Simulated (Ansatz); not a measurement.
Species: C3H9B, SMILES `CB(C)C` (charge 0, multiplicity 1), formula C₃H₉B.

How many basis functions does Ansatz (a program for electronic structure) with frozen-core CCSD(T)/cc-pVTZ // B3LYP-D3(BJ)/def2-TZVP use, how many core orbitals are frozen, and how many electrons are correlated?

246 basis functions and 4 frozen orbitals, which leaves 24 correlated electrons. Core time is of the order of minutes.
